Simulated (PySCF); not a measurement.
# One molecule, a ladder of functionals, a line

Molecule: `C=[N][AlH2-][N+]#CC`, C3H7AlN2.

Numbering as in the mapped SMILES `[CH2:1]=[N:2][AlH2-:3][N+:4]#[C:5][CH3:6]` (H(Xn): hydrogen on atom n). Ha(C1) is cis to Al3; Hb(C1) is trans to Al3.

GIAO shieldings (ppm, equivalent atoms averaged) in PySCF 2.14 on the PBE0-D3(BJ)/def2-SVP geometry, basis pcSseg-1, gas phase, non-relativistic:

```csv
functional,exact exchange (%),σ(C1),σ(Al3)
BLYP,0,11.0,439.4
BP86,0,13.2,440.2
PBE,0,13.2,439.8
PBE0,25,17.2,451.4
mPW1PW91,25,16.8,451.9
BHandHLYP,50,19.7,461.7
HF,100,31.5,489.6
```

Task: Fit each shielding as a line in the percentage of exact exchange.

Result: σ(C1) = 12.2 + 0.18 x (rms 1.0 ppm); σ(Al3) = 439.4 + 0.49 x (rms 1.0 ppm). The functionals also differ in their semilocal parts, which the line can't hold; Hartree–Fock has no correlation at all.

Task: What does the line predict for B3LYP (20 %), and what does the run give?

Result: σ(C1): 15.8 predicted, 14.0 computed; σ(Al3): 449.2 predicted, 447.8 computed ppm.
